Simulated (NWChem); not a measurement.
All runs are NWChem calculations. System: H6GeSn, charge 0, spin multiplicity 1, at a geometry optimised with B3LYP/def2-SVP with def2 effective core potentials on Sn. The structure started from a generated list of species. Level: EOM-CCSD/def2-SVP with def2 effective core potentials on Sn, 13 core orbitals frozen.

NWChem printed:

```
             Northwest Computational Chemistry Package (NWChem) 7.3.0
             --------------------------------------------------------

                                NWChem Input Module
                                -------------------

 Scaling coordinates for geometry "geometry" by  1.889725989
 (inverse scale =  0.529177249)

 Turning off AUTOSYM since
 SYMMETRY directive was detected!

                             Geometry "geometry" -> ""
                             -------------------------

 Output coordinates in angstroms (scale by  1.889725989 to convert to a.u.)

  No.       Tag          Charge          X              Y              Z
 ---- ---------------- ---------- -------------- -------------- --------------
    1 Sn                  50.0000    -0.10039600     1.03903800     0.00000000
    2 Ge                  32.0000     0.15271300    -1.57867100     0.00000000
    3 H                    1.0000     0.64201300     1.72016700     1.39556200
    4 H                    1.0000    -1.76336700     1.48332900     0.00000000
    5 H                    1.0000     0.64201300     1.72016700    -1.39556200
    6 H                    1.0000     1.64237100    -1.98251300     0.00000000
    7 H                    1.0000    -0.51502100    -2.18779800    -1.25118300
    8 H                    1.0000    -0.51502100    -2.18779800     1.25118300

 Effective nuclear repulsion energy (a.u.)     440.1034554803

            Nuclear Dipole moment (a.u.)
            ----------------------------
        X                 Y               Z
 ---------------- ---------------- ----------------
     0.0000075589    -0.0000340151     0.0000000000

      Symmetry information
      --------------------

 Group name             Cs
 Group number              2
 Group order               2
 No. of unique centers     6

      Symmetry unique atoms

     1    2    3    4    6    7


 Summary of "ao basis" -> "" (spherical)
 ------------------------------------------------------------------------------
       Tag                 Description            Shells   Functions and Types
 ---------------- ------------------------------  ------  ---------------------
 *                          def2-svp                  on all atoms

 Summary of "ao basis" -> "ao basis" (spherical)
 ------------------------------------------------------------------------------
       Tag                 Description            Shells   Functions and Types
[...]
 Iteration  21 using   40 trial vectors
   0.0000075939516   0.2764157788317    7.52166
   0.0003668833954   0.3161130121690    8.60188     3.0     3.0

 Iteration  22 using   41 trial vectors
   0.0000075513301   0.2764157772306    7.52166
   0.0005888182194   0.3161144180048    8.60191     3.0     3.0

 Iteration  23 using   42 trial vectors
   0.0000075374173   0.2764157769339    7.52166
   0.0006648405827   0.3161152408750    8.60194     3.2     3.2

 Iteration  24 using   43 trial vectors
   0.0000075395409   0.2764157769760    7.52166
   0.0007776419233   0.3161135541642    8.60189     3.5     3.5

 Iteration  25 using   44 trial vectors
   0.0000075342844   0.2764157766281    7.52166
   0.0011665597241   0.3161092048143    8.60177     3.4     3.4

 Iteration  26 using   45 trial vectors
   0.0000075664491   0.2764157767524    7.52166
   0.0023391342779   0.3160996699616    8.60151     3.5     3.5

 Iteration  27 using   46 trial vectors
   0.0000075690483   0.2764157765683    7.52166
   0.0080645980191   0.3160569383388    8.60035     3.1     3.1

 Iteration  28 using   47 trial vectors
   0.0000076055119   0.2764157755135    7.52166
   0.0081335719218   0.3159555794193    8.59759     3.2     3.2

 Iteration  29 using   48 trial vectors
   0.0000075906823   0.2764157766719    7.52166
   0.0046655721536   0.3159253532347    8.59677     3.2     3.2

 Iteration  30 using   49 trial vectors
   0.0000075008952   0.2764157786196    7.52166
   0.0029226679978   0.3159118499068    8.59640     4.1     4.1

 Iteration  31 using   50 trial vectors
   0.0000071537088   0.2764157790843    7.52166
   0.0017868682087   0.3159043854310    8.59620     3.3     3.3

 Iteration  32 using   51 trial vectors
   0.0000070144732   0.2764157804241    7.52166
   0.0010212299407   0.3159018249042    8.59613     3.0     3.0

 Iteration  33 using   52 trial vectors
   0.0000069990104   0.2764157804234    7.52166
   0.0005428772865   0.3159011058924    8.59611     2.9     2.9

 Iteration  34 using   53 trial vectors
   0.0000070118416   0.2764157818297    7.52166
   0.0002832075154   0.3159009372786    8.59611     3.2     3.2

 Iteration  35 using   54 trial vectors
   0.0000070292856   0.2764157835084    7.52166
   0.0001547609206   0.3159009336496    8.59611     3.3     3.3

 Iteration  36 using   55 trial vectors
   0.0000069706633   0.2764157829583    7.52166
   0.0001013671631   0.3159009187715    8.59611     3.3     3.3

 Iteration  37 using   56 trial vectors
   0.0000068231239   0.2764157825463    7.52166
   0.0000892838610   0.3159008964832    8.59610     3.4     3.4

 Iteration  38 using   57 trial vectors
   0.0000068080312   0.2764157823175    7.52166
   0.0000884368309   0.3159009090561    8.59610     4.0     4.0

 Iteration  39 using   58 trial vectors
   0.0000068765165   0.2764157826629    7.52166
   0.0000675914224   0.3159008694932    8.59610     3.5     3.5

 Iteration  40 using   59 trial vectors
   0.0000067266036   0.2764157811208    7.52166
   0.0000357468159   0.3159008460514    8.59610     3.2     3.2

 Iteration  41 using   60 trial vectors
   0.0000066851357   0.2764157803791    7.52166
   0.0000159675537   0.3159008384108    8.59610     3.6     3.6

 Iteration  42 using   61 trial vectors
   0.0000066482643   0.2764157797601    7.52166
   0.0000069987747   0.3159008304316    8.59610     3.3     3.3
 --------------------------------------------------------------
 Iterations converged
 ------------------

 Excited state root  1
 Excitation energy / hartree =        0.276415779760110
                   / eV      =        7.521659271342704
 largest EOMCCSD amplitudes: R1 and R2

 Singles contributions
    31a'  (alpha) ---    28a"  (alpha)       -0.1749306202
    32a'  (alpha) ---    28a"  (alpha)       -0.1061726498
    33a"  (alpha) ---    29a'  (alpha)       -0.1048801053
    33a"  (alpha) ---    30a'  (alpha)        0.8822382315

 Doubles contributions
 ------------------

 Excited state root  2
 Excitation energy / hartree =        0.315900830431576
                   / eV      =        8.596102625192550
 largest EOMCCSD amplitudes: R1 and R2

 Singles contributions
    31a'  (alpha) ---    28a"  (alpha)       -0.1673771158
    32a'  (alpha) ---    28a"  (alpha)        0.6294533327
    35a'  (alpha) ---    28a"  (alpha)       -0.1238314488
    33a"  (alpha) ---    29a'  (alpha)       -0.5834698698
    36a"  (alpha) ---    29a'  (alpha)        0.1207517977

 Doubles contributions

 Task  times  cpu:      341.1s     wall:      341.1s

 Total times  cpu:      341.1s     wall:      341.1s
```

Task: Write an NWChem input that would produce this output.

Result: One answer among several that fit: 
```
start mol
memory heap 100 mb stack 700 mb global 1900 mb
geometry units angstroms nocenter noautoz
  Sn    -0.100396     1.039038     0.000000
  Ge     0.152713    -1.578671     0.000000
  H      0.642013     1.720167     1.395562
  H     -1.763367     1.483329     0.000000
  H      0.642013     1.720167    -1.395562
  H      1.642371    -1.982513     0.000000
  H     -0.515021    -2.187798    -1.251183
  H     -0.515021    -2.187798     1.251183
  symmetry group Cs
end
basis spherical
  * library def2-svp
end
ecp
  Sn library def2-ecp
end
scf
  rhf
  nopen 0
  maxiter 100
  thresh 1e-7
  semidirect memsize 60000000 filesize 0
end
tce
  freeze core 13
  ccsd
  nroots 2
  2eorb
  2emet 13
  thresh 1e-5
  maxiter 200
  tilesize 24
end
task tce energy
```
